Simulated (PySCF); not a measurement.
**Ga3H9O3: core ionisation energies**

Compound: (H2Ga-mu-OH)3.
Structure used (PBE0-D3(BJ)/def2-SVP), in Å, numbered top down from 1:
```xyz
15
Ga3H9O3 angstrom
Ga    -1.124   -1.204   -1.188
H     -1.687   -0.972   -2.636
H     -1.250   -2.419   -0.221
O     -1.666    0.365   -0.166
Ga    -0.917    0.964    1.532
H     -1.354    2.466    1.666
H     -1.050   -0.240    2.512
O      0.958    1.024    1.000
Ga     1.968   -0.439    0.200
H      1.804   -1.645    1.172
H      3.245    0.222   -0.430
O      0.778   -0.797   -1.303
H     -2.039    1.071   -0.705
H      1.259    1.901    0.738
H      1.042   -0.374   -2.127
```

Method used: delta-SCF UKS SCAN, pcX-2 on the ionised atom, pcseg-1 elsewhere, spin-free X2C in PySCF. Each binding energy is the total energy of the core-ionised species, with the hole localised on one atom, minus that of the ground state; both are solved self-consistently, so orbital relaxation is included.

Question: List the computed XPS lines with their assignment.

Answer: 
| atom(s) | bonded to | level | binding energy (eV) | count |
| --- | --- | --- | --- | --- |
| O4/O8/O12 | H and 2 Ga | O 1s | 538.54 | 3 |

Question: Express the binding energy of O 1s of O4/O8/O12 in atomic units and per mole.

Answer: 538.54 eV = 19.7910 Eh = 51961 kJ/mol.

Question: Which photon energy gives electrons from O 1s of O4/O8/O12 a kinetic energy of 100 eV, and what is their de Broglie wavelength?

Answer: hν = 538.54 + 100 = 638.54 eV, recoil neglected; λ = 12.264 Å/√(E/eV) = 1.23 Å.

Atoms equivalent by their bonding share one computed value, that of the first of them. No level of gallium is listed. The structure is a single PBE0-D3(BJ)/def2-SVP conformer in the gas phase; no vibrational or solvent corrections.

Time: 32 s of wall time; peak memory 0.53 GiB. Hardware: one thread, Intel Xeon at 2.50 GHz (x86_64) (shared host).
